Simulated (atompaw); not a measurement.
How hard is this lithium (Li) PAW (atompaw) potential?

```json
{"Element": "lithium", "Generator": "atompaw 4.2.0.5", "Type": "PAW", "Functional": "PBE", "Relativity": "scalar-relativistic", "Frozen core": "[He]", "Valence charge": "1", "Reference configuration": "2s0.5 2p0.5", "Partial waves": "2s (bound): rc 2.85 bohr; 2s channel at 0.15 Ry: rc 2.85 bohr; 2p (bound): rc 3.00 bohr; 2p channel at 0.45 Ry: rc 3.00 bohr; 3d channel at 0.15 Ry: rc 3.00 bohr; 3d channel at 2.45 Ry: rc 3.00 bohr", "Local potential": "vpsmatchnc scheme with l = 3 at 0.5 Ry, radius 2.05 bohr", "Core correction": "smooth core density matched at 1.55 bohr", "Augmentation charge": "besselshape compensation charge, radius 2.95 bohr; PAW radius 3.00 bohr; waves and projectors: custom polynom2 7 10 vanderbiltortho"}
```

The pseudo-atom Hamiltonian at the reference potential is diagonalised in spherical Bessel functions j_l(qr) that vanish at 20 bohr, with q² up to the cutoff. All-electron valence levels (Ry): 2s -0.2305, 2p -0.0990.

Q: How do the lowest levels (Ry) of each channel move with the cutoff, and are there ghosts?

A:

```tsv
cutoff (Ry)	s #1	p #1	p #2	d #1	f #1	f #2	Σ f·Δε (mRy)
8	-0.2303	-0.0985	0.0233	0.0289	0.0842	0.2079	0.3
10	-0.2304	-0.0986	0.0232	0.0289	0.0842	0.2079	0.2
400	-0.2305	-0.0989	0.0231	0.0289	0.0842	0.2079	0.0
```

Result: no extra level below or beside the all-electron valence levels (s, p, d, f tested); 10 mRy is reached at 6 Ry and 1 mRy at 6 Ry.
